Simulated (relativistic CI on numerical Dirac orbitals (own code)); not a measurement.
## Cu²⁺ in a cubic cluster: 1s photoemission with charge transfer

Computed with a charge-transfer multiplet model of a cubic metal-ligand cluster with up to one ligand hole, Slater and spin-orbit integrals from Dirac-Coulomb-Breit ions, Slater integrals scaled by 0.7. The ground state mixes d9 with configurations of k ligand holes L, whose averages lie at kΔ + k(k − 1)U_dd/2; a core hole lowers each added d electron by U_cd. 20 K, Lorentzian 1.1 eV and Gaussian 0.6 eV FWHM.

Atomic integrals in eV (Slater integrals scaled, ζ unscaled), ground: F2dd 9.683, F4dd 6.042, zeta_d 0.099; with the core hole: F2dd 9.683, F4dd 6.042, zeta_d 0.136, G2cd 0.061.

Cluster parameters (eV): Δ = 1.4, U_dd = 7.9, U_cd = 9.3, 10Dq(ligand) = 0.3, V(eg) = 1.25, V(t2g) = -0.55, final-state hopping factor = 1.

```tsv
Case	n_d	d9	d10L	S
10Dq = 0.35 eV	9.25	0.75	0.25	0.50
10Dq = 0.95 eV	9.21	0.79	0.21	0.50
10Dq = 1.25 eV	9.19	0.81	0.19	0.50
10Dq = 1.85 eV	9.16	0.84	0.16	0.50
10Dq = 2.15 eV	9.15	0.85	0.15	0.50
```

Weights, n_d and S are thermal averages at 20 K. Binding energies count from the first peak over 30 % of the highest in each spectrum, which can be another peak from case to case. The parameters are a model scan and need not match a compound or its usual spin state. Peaks in eV (height, largest 100):
- 10Dq = 0.35 eV: 0.0 (66), 8.2 (100)
- 10Dq = 0.95 eV: 0.0 (55), 7.9 (100)
- 10Dq = 1.25 eV: 0.0 (50), 7.7 (100)
- 10Dq = 1.85 eV: 0.0 (44), 7.4 (100)
- 10Dq = 2.15 eV: 0.0 (41), 7.2 (100)

Curve for 10Dq = 0.95 eV (points under 2 left out, the grid thinned):

```tsv
E (eV)	Intensity
-3.2	2.1
-2.9	2.5
-2.5	3.3
-2.2	4.1
-1.8	5.9
-1.5	8.2
-1.2	12.1
-0.8	22.3
-0.5	35.8
-0.1	53.3
0.2	51.5
0.6	32.7
0.9	20.3
1.2	13.1
1.6	8.1
1.9	6.2
2.3	4.7
2.6	4.1
2.9	3.7
3.3	3.4
3.6	3.4
4.0	3.5
4.3	3.7
4.6	4.1
5.0	4.9
5.3	5.8
5.7	7.7
6.0	9.9
6.3	13.5
6.7	22.4
7.0	35.4
7.4	66.9
7.7	93.1
8.0	98.4
8.4	67.8
8.7	42.7
9.1	23.2
9.4	15.5
9.8	9.9
10.1	7.5
10.4	5.8
10.8	4.4
11.1	3.6
11.5	2.9
11.8	2.5
```

For the case 10Dq = 1.25 eV, Δ = 1.4 eV is smaller than U_dd = 7.9 eV, the charge-transfer side of the Zaanen-Sawatzky-Allen scheme. With the core hole the average of the configuration with one ligand hole lies at Δ − U_cd = -7.9 eV before mixing: it lies below the unscreened one, so the lowest final states are mostly screened and the unscreened weight appears at higher binding energy as a satellite.
